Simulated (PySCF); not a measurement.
Polarisability and C₆ of B (boron, neutral)

[He] 2s2 2p1, 2P determinant. Computed with PySCF 2.14 in dyall-av3z (15s9p3d2f, 71 functions), with the non-relativistic Hamiltonian (point nucleus). Coupled (time-dependent) response in atomic units; α is the mean over directions.

| method | mean α (bohr³) | α xx, yy, zz | C₆ (like pair) | S(−4) |
| --- | --- | --- | --- | --- |
| UHF | 22.18 | 20.48, 25.57, 20.48 | 105.9 | 426.7 |
| PBE | 23.65 | 20.71, 29.53, 20.71 | 116.3 | 398.2 |
| PBE0 | 22.54 | 20.13, 27.37, 20.13 | 109.8 | 339.7 |
| wB97M-V | 23.06 | 20.66, 27.87, 20.66 | 110.6 | 376.5 |
| M06 | 22.26 | 19.96, 26.88, 19.96 | 103.6 | 376.0 |

S(−4) is the Cauchy moment in α(ω) = α(0) + S(−4) ω² + …

Reference α: 20.5 ± 0.1 bohr³ (recommended; Schwerdtfeger and Nagle, table of static dipole polarizabilities (2023 update)). Published C₆: 99.50 (Chu and Dalgarno (2004); Tang, Norbeck and Certain (1976)).

α(iu) at PBE:

| u (hartree) | α(iu) (bohr³) |
| --- | --- |
| 0 | 23.65 |
| 0.0500 | 22.71 |
| 0.100 | 20.45 |
| 0.200 | 15.12 |
| 0.300 | 10.88 |
| 0.500 | 6.024 |
| 0.750 | 3.365 |
| 1.00 | 2.132 |
| 1.50 | 1.077 |
| 2.00 | 0.6514 |
| 3.00 | 0.3173 |
| 5.00 | 0.1285 |

A single London oscillator, α(iu) = α/(1 + u²/ω²), gives C₆ = (3/4) ω α². Matching the computed C₆ needs ω = 4 × 116.3 / (3 × 23.65²) = 0.277 hartree.

The components differ because the open shell of this determinant is not spherical; for a pure term their mean is the scalar polarisability.
